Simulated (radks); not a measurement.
The numbers below are computed, except where a source is named.
Lu3+, 68 electrons, occupied as [Xe] 4f14 (the NIST ground configuration).

Code: a radial shooting solver on a logarithmic mesh with Libxc functionals. Model: non-relativistic Kohn-Sham, LDA (Slater exchange, Perdew-Wang correlation), spin-polarised, spherical densities, point nucleus; relativity is left out, which matters for an element this heavy.

Energy parts (eV):
part                      energy
total                 -376788.72
kinetic                376646.19
electron-nucleus      -895746.95
Hartree                149883.31
exchange-correlation    -7571.28

Orbitals (lengths in bohr, moments of r in powers of bohr; <r^-3> diverges for s and p1/2):
| orbital | occ. | eigenvalue (eV) | <r^-3> |
|---|---|---|---|
| 1s | 2 | -58446.23 | - |
| 2s | 2 | -9533.882 | - |
| 2p | 6 | -9124.101 | 12440 |
| 3s | 2 | -2161.415 | - |
| 3p | 6 | -1973.019 | 2625 |
| 3d | 10 | -1620.769 | 459.5 |
| 4s | 2 | -436.8285 | - |
| 4p | 6 | -359.7578 | 587.6 |
| 4d | 10 | -219.9680 | 87.71 |
| 4f | 14 | -41.8253 | 14.79 |
| 5s | 2 | -77.1010 | - |
| 5p | 6 | -56.0916 | 76.48 |

The highest occupied level is 4f at -41.825 eV. The electron density at the nucleus is 2.554e+05 e/bohr^3. For comparison, the ionisation energy in NIST's Atomic Spectra Database is 45.25 eV (semi-empirical). In exact Kohn-Sham theory the highest level is minus the ionisation energy, but local and semilocal functionals leave it too shallow, through self-interaction and a potential that decays too fast; potentials with the right tail come closer. Summed over all electrons, <r^2> = 32.80 bohr^2, which gives a Langevin (diamagnetic) susceptibility term of -26 x 10^-6 cm^3/mol. The density falls to 0.001 e/bohr^3 at r = 3.09 bohr.
